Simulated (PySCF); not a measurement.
A calculated (r2SCAN, PySCF 2.14, x2c-TZVPPall, the spin-free X2C one-electron Hamiltonian (Gaussian nucleus)) atom or ion has these occupied shells.

| shell | electrons | orbital energy (eV) | rms radius, mean of both spins (bohr) |
| --- | --- | --- | --- |
| 1s α | 1 | -90386.5 | 0.0178 |
| 1s β | 1 | -90386.5 | 0.0178 |
| 2s β | 1 | -16265.1 | 0.0718 |
| 2s α | 1 | -16265.1 | 0.0718 |
| 2p α | 3 | -13988.0 | 0.0663 |
| 2p β | 3 | -13987.9 | 0.0663 |
| 3s α | 1 | -3938.4 | 0.183 |
| 3s β | 1 | -3938.4 | 0.183 |
| 3p α | 3 | -3281.5 | 0.186 |
| 3p β | 3 | -3281.5 | 0.186 |
| 3d α | 5 | -2585.7 | 0.170 |
| 3d β | 5 | -2585.7 | 0.170 |
| 4s α | 1 | -910.78 | 0.401 |
| 4s β | 1 | -910.73 | 0.401 |
| 4p α | 3 | -693.30 | 0.428 |
| 4p β | 3 | -693.25 | 0.428 |
| 4d α | 5 | -433.99 | 0.454 |
| 4d β | 5 | -433.93 | 0.454 |
| 5s α | 1 | -159.75 | 0.884 |
| 5s β | 1 | -159.60 | 0.884 |
| 4f α | 7 | -153.37 | 0.482 |
| 4f β | 7 | -153.30 | 0.482 |
| 5p α | 3 | -98.383 | 1.01 |
| 5p β | 3 | -98.299 | 1.01 |
| 5d α | 5 | -27.538 | 1.33 |
| 5d β | 5 | -27.267 | 1.33 |
| 6s α | 1 | -15.542 | 2.32 |
| 6s β | 1 | -13.296 | 2.32 |
| 6p α | 3 | -5.549 | 3.17 |

**Question.** Name the element and its charge.

**Answer.** Bi (bismuth, neutral), in [Xe] 4f14 5d10 6s2 6p3, high-spin 4S determinant.
